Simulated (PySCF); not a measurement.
**Assignment exercise: C8H8OSi**

Mapped SMILES: `[CH:1]1=[CH:2][C:3]([c:4]2[cH:5][cH:6][cH:7][o:8]2)=[CH:9][SiH2:10]1`; H(Xn) means a hydrogen on atom n.

- GFN2-xTB structure
- shieldings: GIAO PBE0/pcSseg-1
- run in PySCF
- a single conformation, no solvent, non-relativistic, equivalent nuclei averaged

References, each an isolated molecule treated in the same way: ¹³C (186.93 ppm) and ¹H (31.72 ppm) vs TMS.

(1) Assign these signals to the numbered atoms. ¹³C{¹H} NMR (computed): δ 159.5, 154.9, 154.2, 148.8, 136.6, 121.6, 118.5, 114.9.

(2) Assign these signals to the numbered atoms. ¹H NMR (400 MHz, computed): δ 7.63 (d, 1H), 7.62 (m, 1H), 6.83 (m, 1H), 6.76 (m, 1H), 6.48 (t, 1H), 6.45 (m, 1H), 4.81 (m, 2H).

## Answers

(1) 
159.5 → C4, substituted aromatic carbon next to the ring oxygen
154.9 → C3, fully substituted alkene carbon: the olefinic region
154.2 → C2, alkene CH: the olefinic region
148.8 → C7, aromatic CH next to the ring oxygen
136.6 → C1, alkene CH: as expected for a trigonal carbon in a double bond
121.6 → C9, alkene CH
118.5 → C6, aromatic CH
114.9 → C5, aromatic CH

C3 and C2 lie closer than the usual error of such a calculation, so a measured spectrum could show them in the other order.

(2) 
7.63 → H(C2), hydrogen on an alkene CH: olefinic region
7.62 → H(C7), hydrogen on an aromatic CH next to the ring oxygen: it sits in the deshielding region of the aromatic ring current
6.83 → H(C5), hydrogen on an aromatic CH: aromatic region
6.76 → H(C6), hydrogen on an aromatic CH
6.48 → H(C9), hydrogen on an alkene CH: olefinic region
6.45 → H(C1), hydrogen on an alkene CH
4.81 → H(Si10), hydrogen on a silicon bonded to 2 C, in a 5-membered ring

H(C2) and H(C7); H(C5) and H(C6); H(C9) and H(C1) lie closer than the usual error of such a calculation, so a measured spectrum could show them in the other order.

Shifts are as computed. Against solution values, carbons near 30 ppm lie about +3 ppm off and those near 130 ppm about +5 ppm. Of 1211 compounds with measured shifts, 218 miss one by over three times the rms of a fit or turn the order of signals round; such compounds aren't used in these exercises. No couplings were computed; multiplicities are counted from neighbouring protons, with m where these are inequivalent, close in shift, in a saturated or five-membered ring or joined by F or P, and br s for small geminal =CH2 splittings.
